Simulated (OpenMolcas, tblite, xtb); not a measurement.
AlSi2H5O (SMILES [SiH3][Al]1[O][SiH2]1): methods side by side

AlSi2H5O: 9 atoms, total charge 0, spin state singlet. As SMILES, `[SiH3][Al]1[O][SiH2]1`. Geometry: relaxed at PBE0-D4/def2-TZVP.

Each level gives the HOMO–LUMO gap (eV). The values are calculated.

```tsv
level	kind	program	value (eV)	CPU time
GFN2-xTB	semi-empirical	tblite	1.68	under 2 s
IPEA1-xTB	semi-empirical	tblite	2.58	under 2 s
GFN1-xTB	semi-empirical	xtb	2.52	under 2 s
HF/6-31G* (spherical functions)	Hartree–Fock	OpenMolcas	9.40	12 s
SVWN5/6-31G* (spherical functions)	LDA	OpenMolcas	2.65	35 s
PBE/6-31G* (spherical functions)	GGA	OpenMolcas	2.71	43 s
TPSS/6-31G* (spherical functions)	meta-GGA	OpenMolcas	2.92	56 s
BHLYP/6-31G* (spherical functions)	global hybrid	OpenMolcas	6.14	37 s
B2PLYP/6-31G* (spherical functions)	double hybrid	OpenMolcas	6.32	31 s
```

The values span 1.68 to 9.40 eV. Orbital gaps aren't excitation energies, and those of double hybrids come from the SCF part alone; they tend to grow with the share of exact exchange. Times are those of the runs behind each value, whatever else they computed, on shared processors of several kinds: orders of magnitude only.
